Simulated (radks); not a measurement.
Results of a calculation; reference values are marked as such.
Task: These are the eigenvalues of the occupied orbitals of an atom or ion with whole-number occupations (hartree). Level of theory: scalar-relativistic Kohn-Sham, r2SCAN, spin-polarised, spherical densities, finite nucleus; meta-GGA in the generalised Kohn-Sham scheme; Fermi nuclear charge, rms radius of each element as measured or else 0.836 A^(1/3) + 0.57 fm (a radial shooting solver on a logarithmic mesh with Libxc functionals).

orbital  eigenvalue
1s up     -696.8412
1s down   -696.8199
2s up     -101.3948
2s down   -101.3900
2p up     -90.89074
2p down   -90.87478
3s up     -20.41368
3s down   -20.39760
3p up     -16.94200
3p down   -16.92147
3d up     -11.28893
3d down   -11.26498
4s up      -5.86819
4s down    -5.71805
4p up      -4.86634
4p down    -4.72063

Which element is it, and in what charge state? The configuration may be excited. Open shells, if any, are filled with parallel spins first.

Result: Z = 41, niobium, charge +7: Nb7+ in [Ar] 3d10 4s2 4p4. The list shows which subshells hold electrons but not how many an open one holds; the 1s level, -696.84 hartree, gives Z - s = 37.3 by -(Z - s)^2/2, which with screening and relativity narrows Z to a few neighbours, and the depths of the outer levels then fix element, charge and occupations together.
